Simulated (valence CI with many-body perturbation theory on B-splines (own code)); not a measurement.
**Ho XXXV: electric-dipole lines**

Method: relativistic CI+MBPT: five valence electrons over a frozen Dirac-Fock core [Ar] 3d10, radial functions for each j: 11 s, 11 p, 10 d, 8 f, 5 g, 2 h, with the one-electron correlation potential Σ1, the two-electron term Σ2, the three-electron term Σ3, Breit, model QED; selected CI, second order for the rest, scaled by the run's own slope (own B-spline code, finite nucleus).

The last digits are not significant, and no measured levels were compared; by estimate large intervals hold to a few tenths of a per cent, small ones and those within an open d or f shell to about a per cent. Among the levels kept, up to 2100 cm⁻¹ of a level comes from second order outside the variational space, and about a tenth of that is noise between levels of different J, which matters for small intervals.

Lines 201 to 250 of 558 in falling wavelength, among levels below 403.27 eV, chosen from the strongest by gf and those to the six lowest levels. Wavelengths and rates use the calculated energies. Electric multipoles are in the length gauge with retardation, E1 and E2 with the static RPA response of the core. Weak lines are less certain than strong ones. Lines between different terms over intervals too small for the method are left out, as are lines whose strength nearly cancels. Where a level lies close to another of its J and parity, the split of strength between their lines is uncertain. The highest levels of a list are the least certain.

Levels are named by their leading jj configuration (3d3/2^4 stands for four electrons in 3d with j = 3/2), which in mixed levels can hold well under half, so a name can repeat and another be missing. Letters in brackets count levels of one name in rising energy.

| λ vac (Å) | Upper | Lower | A (s⁻¹) | log gf | Branch % |
| --- | --- | --- | --- | --- | --- |
| 81.79 | (4s 4p1/2 4p3/2^2 4d5/2) J=5/2 [a] | (4s^2 4p1/2 4p3/2 4d3/2) J=5/2 [a] | 2.78e+10 | -0.78 | 7.7 |
| 81.77 | (4s 4p1/2 4p3/2^2 4d5/2) J=5/2 [f] | (4s^2 4p1/2 4p3/2 4d5/2) J=7/2 [a] | 5.15e+10 | -0.51 | 7.3 |
| 81.76 | (4s 4p1/2^2 4p3/2 4d5/2) J=7/2 [a] | (4s 4p1/2^2 4p3/2^2) J=5/2 | 1.83e+11 | 0.17 | 87.7 |
| 81.73 | (4s^2 4p3/2 4d3/2 4d5/2) J=5/2 [c] | (4s^2 4p3/2^2 4d3/2) J=3/2 [a] | 2.60e+10 | -0.81 | 4.0 |
| 81.71 | (4s^2 4p1/2 4p3/2 4d5/2) J=7/2 [b] | (4s^2 4p1/2 4p3/2^2) J=5/2 | 2.69e+11 | 0.33 | 100.0 |
| 81.58 | (4s 4p1/2 4p3/2^2 4d5/2) J=3/2 [f] | (4s^2 4p1/2 4p3/2 4d5/2) J=5/2 [a] | 1.79e+11 | -0.15 | 22.5 |
| 81.57 | (4s^2 4p3/2 4d3/2 4d5/2) J=3/2 [a] | (4s^2 4p3/2^2 4d3/2) J=1/2 | 3.58e+10 | -0.84 | 2.9 |
| 81.56 | (4s 4p1/2 4p3/2^2 4d5/2) J=3/2 [b] | (4s 4p1/2 4p3/2^3) J=5/2 | 2.88e+11 | 0.06 | 54.3 |
| 81.54 | (4s^2 4p3/2 4d3/2 4d5/2) J=7/2 [c] | (4s^2 4p3/2^2 4d5/2) J=7/2 | 8.24e+10 | -0.18 | 7.4 |
| 81.52 | (4p1/2^2 4p3/2^3) J=3/2 | (4s 4p1/2^2 4p3/2^2) J=1/2 | 7.62e+10 | -0.52 | 18.9 |
| 81.50 | (4s^2 4p1/2^2 4f5/2) J=5/2 | (4s 4p1/2^2 4p3/2^2) J=3/2 | 1.63e+11 | -0.01 | 55.2 |
| 81.50 | (4s^2 4p3/2 4d3/2 4d5/2) J=7/2 [c] | (4s^2 4p3/2^2 4d3/2) J=5/2 | 1.00e+11 | -0.10 | 9.0 |
| 81.50 | (4s 4p1/2 4p3/2^2 4d5/2) J=3/2 [g] | (4s^2 4p1/2 4p3/2 4d5/2) J=5/2 [b] | 5.34e+10 | -0.67 | 6.8 |
| 81.40 | (4s^2 4p1/2 4p3/2 4d3/2) J=1/2 [c] | (4s^2 4p1/2 4p3/2^2) J=3/2 | 2.07e+11 | -0.39 | 32.9 |
| 81.35 | (4s 4p1/2 4p3/2^2 4d5/2) J=5/2 [a] | (4s^2 4p1/2 4p3/2 4d3/2) J=3/2 [a] | 4.11e+10 | -0.61 | 11.5 |
| 81.33 | (4s^2 4p3/2 4d5/2^2) J=5/2 | (4s^2 4p3/2^2 4d3/2) J=7/2 | 5.45e+10 | -0.49 | 9.4 |
| 81.33 | (4s 4p1/2 4p3/2^2 4d5/2) J=5/2 [e] | (4s 4p1/2 4p3/2^3) J=5/2 | 5.54e+10 | -0.48 | 11.6 |
| 81.30 | (4s^2 4p1/2 4d5/2^2) J=5/2 | (4s^2 4p1/2 4p3/2 4d5/2) J=5/2 [a] | 1.06e+11 | -0.20 | 15.0 |
| 81.28 | (4s^2 4p1/2 4p3/2 4d5/2) J=3/2 [b] | (4s^2 4p1/2 4p3/2^2) J=5/2 | 3.51e+11 | 0.14 | 67.6 |
| 81.22 | (4s^2 4p1/2 4p3/2 4f7/2) J=7/2 [b] | (4s^2 4p1/2 4p3/2 4d5/2) J=7/2 [b] | 1.17e+11 | -0.03 | 17.2 |
| 81.20 | (4s 4p1/2 4p3/2^2 4d5/2) J=7/2 [g] | (4s^2 4p1/2 4p3/2 4d5/2) J=9/2 | 1.48e+11 | 0.07 | 21.2 |
| 81.16 | (4s^2 4p1/2^2 4f7/2) J=7/2 | (4s^2 4p1/2^2 4d5/2) J=5/2 | 2.60e+11 | 0.31 | 97.3 |
| 81.11 | (4s^2 4p1/2 4p3/2 4f5/2) J=5/2 [c] | (4s^2 4p1/2 4p3/2 4d5/2) J=5/2 [a] | 1.38e+11 | -0.09 | 17.9 |
| 81.09 | (4s 4p1/2 4p3/2^2 4d5/2) J=5/2 [d] | (4s^2 4p1/2 4p3/2 4d3/2) J=7/2 | 6.82e+10 | -0.39 | 21.2 |
| 81.06 | (4s 4p1/2 4p3/2^2 4d5/2) J=7/2 [g] | (4s^2 4p1/2 4p3/2 4d3/2) J=5/2 [b] | 2.33e+10 | -0.74 | 3.3 |
| 80.99 | (4s 4p1/2 4p3/2^2 4d5/2) J=9/2 [c] | (4s^2 4p1/2 4p3/2 4d5/2) J=7/2 [a] | 1.67e+10 | -0.78 | 7.5 |
| 80.98 | (4s^2 4p1/2 4p3/2 4f7/2) J=5/2 [a] | (4s^2 4p1/2 4p3/2 4d5/2) J=5/2 [b] | 2.61e+11 | 0.19 | 33.6 |
| 80.97 | (4s^2 4p3/2 4d5/2^2) J=7/2 | (4s^2 4p3/2^2 4d5/2) J=9/2 | 3.41e+11 | 0.43 | 78.4 |
| 80.97 | (4s^2 4p1/2 4d3/2 4d5/2) J=3/2 [b] | (4s^2 4p1/2 4p3/2 4d3/2) J=3/2 [b] | 7.78e+10 | -0.51 | 9.3 |
| 80.92 | (4s^2 4p1/2 4p3/2 4f7/2) J=5/2 [b] | (4s^2 4p1/2 4p3/2 4d5/2) J=3/2 [c] | 4.42e+11 | 0.42 | 68.4 |
| 80.70 | (4s^2 4p1/2 4d5/2^2) J=1/2 | (4s^2 4p1/2 4p3/2 4d5/2) J=3/2 [c] | 5.48e+11 | 0.03 | 66.7 |
| 80.66 | (4s^2 4p1/2 4d3/2 4d5/2) J=1/2 | (4s 4p1/2 4p3/2^3) J=3/2 | 1.23e+11 | -0.62 | 25.0 |
| 80.66 | (4s^2 4p1/2 4d3/2 4d5/2) J=3/2 [b] | (4s^2 4p1/2 4p3/2 4d3/2) J=5/2 [b] | 6.09e+10 | -0.62 | 7.2 |
| 80.63 | (4s^2 4p1/2 4p3/2 4f5/2) J=1/2 [b] | (4s^2 4p1/2 4p3/2 4d5/2) J=3/2 [b] | 3.47e+11 | -0.17 | 43.0 |
| 80.62 | (4s 4p1/2 4p3/2^2 4d5/2) J=3/2 [f] | (4s^2 4p1/2 4p3/2 4d3/2) J=1/2 [c] | 2.14e+11 | -0.08 | 26.9 |
| 80.57 | (4s^2 4p3/2 4d5/2^2) J=1/2 | (4s^2 4p3/2^2 4d3/2) J=1/2 | 8.80e+10 | -0.77 | 15.3 |
| 80.54 | (4s 4p1/2 4p3/2^2 4d5/2) J=3/2 [e] | (4s^2 4p1/2 4p3/2 4d5/2) J=3/2 [a] | 2.43e+11 | -0.02 | 31.1 |
| 80.45 | (4s^2 4p1/2 4p3/2 4f5/2) J=1/2 [a] | (4s^2 4p1/2 4p3/2 4d3/2) J=1/2 [c] | 9.60e+10 | -0.73 | 11.6 |
| 80.45 | (4s^2 4p1/2 4p3/2 4d5/2) J=5/2 [a] | (4s^2 4p1/2 4p3/2^2) J=3/2 | 9.71e+10 | -0.25 | 22.6 |
| 80.40 | (4s 4p1/2 4p3/2^2 4d5/2) J=7/2 [d] | (4s 4p1/2 4p3/2^3) J=5/2 | 1.85e+11 | 0.16 | 60.0 |
| 80.39 | (4s^2 4p1/2 4d5/2^2) J=9/2 | (4s^2 4p1/2 4p3/2 4d5/2) J=7/2 [a] | 2.54e+10 | -0.61 | 18.9 |
| 80.35 | (4s^2 4p1/2 4d3/2 4d5/2) J=3/2 [a] | (4s^2 4p1/2 4p3/2 4d3/2) J=5/2 [a] | 1.83e+11 | -0.15 | 32.4 |
| 80.20 | (4s 4p1/2 4p3/2^2 4d5/2) J=3/2 [g] | (4s^2 4p1/2 4p3/2 4d5/2) J=3/2 [b] | 3.66e+11 | 0.15 | 46.4 |
| 80.13 | (4s^2 4p1/2 4p3/2 4f5/2) J=5/2 [b] | (4s^2 4p1/2 4p3/2 4d5/2) J=3/2 [a] | 1.78e+11 | 0.01 | 26.8 |
| 80.12 | (4s^2 4p1/2 4p3/2 4f7/2) J=3/2 | (4s^2 4p1/2 4p3/2 4d5/2) J=1/2 | 5.99e+11 | 0.36 | 63.0 |
| 80.11 | (4s^2 4p1/2 4p3/2 4f5/2) J=7/2 | (4s^2 4p1/2 4p3/2 4d3/2) J=5/2 [b] | 2.52e+10 | -0.71 | 3.4 |
| 80.07 | (4s^2 4p1/2 4p3/2 4f7/2) J=9/2 [a] | (4s^2 4p1/2 4p3/2 4d5/2) J=9/2 | 8.88e+10 | -0.07 | 17.5 |
| 80.00 | (4s^2 4p1/2 4p3/2 4f7/2) J=7/2 [b] | (4s^2 4p1/2 4p3/2 4d5/2) J=5/2 [a] | 2.56e+11 | 0.29 | 37.6 |
| 79.99 | (4s^2 4p1/2 4p3/2 4d5/2) J=5/2 [b] | (4s^2 4p1/2 4p3/2^2) J=5/2 | 2.28e+11 | 0.12 | 35.1 |
| 79.92 | (4s^2 4p1/2 4d3/2 4d5/2) J=3/2 [a] | (4s^2 4p1/2 4p3/2 4d3/2) J=3/2 [a] | 1.57e+11 | -0.22 | 27.8 |

(1) How does gf follow from A for the line at 80.12 Å?

Answers

(1) gf = 1.4992 × (2J+1)_upper × A / σ², with σ = 1248072 cm⁻¹ and 2J+1 = 4: gf = 2.31.
